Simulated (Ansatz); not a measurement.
Cartesian coordinates in Å:
```
C -1.3606 -0.7076 0.0997
C -0.9693 0.0573 -1.1914
C 0.2570 0.8688 -0.7574
C 1.4292 -0.0988 -0.5565
C 1.0378 -0.8633 0.7348
C -0.3104 -0.2395 1.1139
C -0.1035 1.2176 0.6897
H -1.3455 -1.7924 -0.0300
H -2.3666 -0.4348 0.4282
H -1.7769 0.7178 -1.5166
H -0.7409 -0.6100 -2.0259
H 0.4855 1.7097 -1.4140
H 1.5625 -0.7602 -1.4159
H 2.3654 0.4482 -0.4206
H 0.9578 -1.9419 0.5803
H 1.7756 -0.7032 1.5249
H -0.5965 -0.4034 2.1540
H 0.7090 1.7121 1.2290
H -1.0095 1.8238 0.7740
```

Charge 0, multiplicity 1.

Problem. List the r2SCAN/def2-TZVPP orbital energies in eV (Ansatz 0.2.0). (Estimate.)

Solution. Computed: Occupied: -272.89, -272.89, -272.70, -272.70, -272.70, -272.70, -272.67, -22.78, -19.15, -18.71, -17.92, -15.39, -14.09, -13.44, -12.84, -11.93, -11.67, -9.83, -9.78, -8.97, -8.66, -8.45, -8.21, -8.15, -7.77, -7.43, -7.00. Lowest empty: 0.95, 1.82, 2.32, 2.33, 2.77, 2.81, 2.97, 3.07.
